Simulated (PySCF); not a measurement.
## `C=C(CF)[SiH2]N`: 4 charge schemes on one density

Species: C3H8FNSi.
Structure used (GFN2-xTB), in Å, numbered top down from 1:
```xyz
14
C3H8FNSi angstrom
C     -0.6444    1.5175   -0.0981
C     -0.5917    0.1931   -0.0917
C     -1.8278   -0.6039   -0.3804
F     -1.7989   -1.8219    0.2621
Si     0.9921   -0.8105    0.2421
N      2.4251    0.1352    0.3796
H     -1.5559    2.0674   -0.2853
H      0.2358    2.1134    0.0759
H     -1.8960   -0.8293   -1.4526
H     -2.7431   -0.0971   -0.0545
H      1.2108   -1.6842   -0.9119
H      0.8503   -1.4981    1.5216
H      2.5633    0.7005    1.2009
H      2.7797    0.6173   -0.4300
```

Density: PBE0/pcSseg-1 (PySCF); schemes: Mulliken, IAO, Hirshfeld and ESP-fitted. The structure is a single GFN2-xTB conformer in the gas phase; no vibrational or solvent corrections.

Question: Give the atomic charges in each scheme.

Answer: In e:

```json
{"atom": "C1", "environment": "terminal =CH2 carbon", "Mulliken": "-0.095", "IAO": "-0.305", "Hirshfeld": "-0.101", "ESP-fitted": "-0.396"}
{"atom": "C2", "environment": "fully substituted alkene carbon", "Mulliken": "-0.613", "IAO": "-0.296", "Hirshfeld": "-0.100", "ESP-fitted": "-0.112"}
{"atom": "C3", "environment": "sp3 C–F carbon", "Mulliken": "+0.247", "IAO": "+0.040", "Hirshfeld": "+0.021", "ESP-fitted": "+0.058"}
{"atom": "F4", "environment": "alkyl fluorine", "Mulliken": "-0.341", "IAO": "-0.327", "Hirshfeld": "-0.113", "ESP-fitted": "-0.253"}
{"atom": "Si5", "environment": "SiH2 silicon", "Mulliken": "+0.816", "IAO": "+0.894", "Hirshfeld": "+0.358", "ESP-fitted": "+0.692"}
{"atom": "N6", "environment": "silicon-bound nitrogen", "Mulliken": "-0.634", "IAO": "-0.838", "Hirshfeld": "-0.315", "ESP-fitted": "-1.044"}
{"atom": "H7", "environment": "vinylic hydrogen", "Mulliken": "+0.105", "IAO": "+0.141", "Hirshfeld": "+0.045", "ESP-fitted": "+0.167"}
{"atom": "H8", "environment": "vinylic hydrogen", "Mulliken": "+0.094", "IAO": "+0.144", "Hirshfeld": "+0.038", "ESP-fitted": "+0.145"}
{"atom": "H9", "environment": "methylene hydrogen", "Mulliken": "+0.120", "IAO": "+0.147", "Hirshfeld": "+0.045", "ESP-fitted": "+0.078"}
{"atom": "H10", "environment": "methylene hydrogen", "Mulliken": "+0.111", "IAO": "+0.143", "Hirshfeld": "+0.047", "ESP-fitted": "+0.108"}
{"atom": "H11", "environment": "Si–H hydrogen", "Mulliken": "-0.108", "IAO": "-0.138", "Hirshfeld": "-0.081", "ESP-fitted": "-0.119"}
{"atom": "H12", "environment": "Si–H hydrogen", "Mulliken": "-0.088", "IAO": "-0.128", "Hirshfeld": "-0.078", "ESP-fitted": "-0.109"}
{"atom": "H13", "environment": "N–H hydrogen", "Mulliken": "+0.193", "IAO": "+0.261", "Hirshfeld": "+0.117", "ESP-fitted": "+0.395"}
{"atom": "H14", "environment": "N–H hydrogen", "Mulliken": "+0.192", "IAO": "+0.261", "Hirshfeld": "+0.117", "ESP-fitted": "+0.388"}
```

Mean size of the charges over all atoms: ESP-fitted 0.290 e, IAO 0.290 e, Mulliken 0.268 e, Hirshfeld 0.113 e. Each set sums to the total charge, 0, to within 0.001 e. The Mulliken scheme gives each basis function's population to the atom it is centred on and halves the overlap population of two atoms between them. The IAO scheme counts the electrons in orthogonalised intrinsic atomic orbitals, a minimal basis polarised so that it spans the occupied orbitals exactly.

Lowest charge. All schemes agree: Mulliken N6 (-0.634); IAO N6 (-0.838); Hirshfeld N6 (-0.315); ESP-fitted N6 (-1.044).

Highest charge. All schemes agree: Mulliken Si5 (+0.816); IAO Si5 (+0.894); Hirshfeld Si5 (+0.358); ESP-fitted Si5 (+0.692).

Question: How closely do the schemes follow one another over all atoms?

Answer: Correlation coefficient and root-mean-square difference: IAO with Hirshfeld 0.99, 0.235 e; IAO with ESP-fitted 0.96, 0.111 e; Hirshfeld with ESP-fitted 0.96, 0.258 e; Mulliken with IAO 0.94, 0.135 e; Mulliken with Hirshfeld 0.93, 0.225 e; Mulliken with ESP-fitted 0.84, 0.217 e.

Question: Sum the charges by element, for elements with more than one atom.

Answer: 
```json
{"element": "C", "atoms": "3", "Mulliken": "-0.460", "IAO": "-0.561", "Hirshfeld": "-0.180", "ESP-fitted": "-0.450"}
{"element": "H", "atoms": "8", "Mulliken": "+0.619", "IAO": "+0.832", "Hirshfeld": "+0.250", "ESP-fitted": "+1.054"}
```

Question: How many electrons does the Mulliken scheme count on C2?

Answer: Z − q = 6 − (-0.613) = 6.613.
